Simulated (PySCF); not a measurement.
Species: C₃H₉AlOSi.
SMILES with atom numbers: `[AlH2:1][O:2][SiH2:3][CH:4]1[CH2:5][CH2:6]1` (hydrogens: H7, H8 on Al1; H9, H10 on Si3; H11 on C4; H12, H13 on C5; H14, H15 on C6)

Geometry (PBE0-D3(BJ)/def2-SVP, Å), atoms numbered from 1 in this order:
```
atom  x, y, z in Å
Al1    2.5391    0.6827    0.9093
O2     1.4748    0.6797   -0.4134
Si3    0.4076    0.5133   -1.6650
C4    -1.1576   -0.2691   -1.0258
C5    -1.0977   -1.2986    0.0761
C6    -1.6590    0.0553    0.3600
H7     2.5431   -0.5873    1.8575
H8     3.4576    1.9519    1.1321
H9     1.0245   -0.3430   -2.7265
H10    0.1130    1.8566   -2.2548
H11   -1.9352   -0.4294   -1.7829
H12   -1.7888   -2.1443    0.0242
H13   -0.1193   -1.5493    0.4986
H14   -2.7388    0.1491    0.5038
H15   -1.0694    0.7399    0.9782
```

Theory: TDDFT CAM-B3LYP/def2-SVPD, vertical, gas phase, core orbitals frozen in the response in PySCF.

Ground-to-excited transition dipoles (e·a0, same axes as the geometry; the sign carries no meaning), for the states with f of 0.002 or more among the lowest 6:

```csv
state,E (eV),μx,μy,μz
S2,6.904,-0.244,-0.098,-0.224
S3,6.939,-0.255,-0.083,-0.354
S6,7.587,0.115,0.189,0.090
```

(1) Work out the oscillator strengths.

(2) What angle do the transition dipoles of S2 and S3 make?

(3) What peak molar absorption coefficient would the strongest computed level give as a lone Gaussian band 0.4 eV wide at half height?

Answers

(1) f = (2/3) ΔE |μ|² with ΔE in hartree (27.2114 eV).

```tsv
state	|μ|² (au)	|μ| (D)	f
S2	0.119	0.88	0.020
S3	0.197	1.13	0.034
S6	0.057	0.61	0.011
```

(2) |cos θ| = |μa·μb| / (|μa| |μb|) = 0.98, so θ ≈ 13° (taken between 0 and 90°, since the signs are arbitrary).

(3) ε(max) = 2.175×10⁸ f / FWHM, with the width in cm⁻¹. S3: 2.175×10⁸ × 0.0335 / 3226 ≈ 2300 L mol⁻¹ cm⁻¹.

Cost: about 80 s of CPU time on one thread; the machine was shared, so the figure is rough.

One conformer stands for the species.
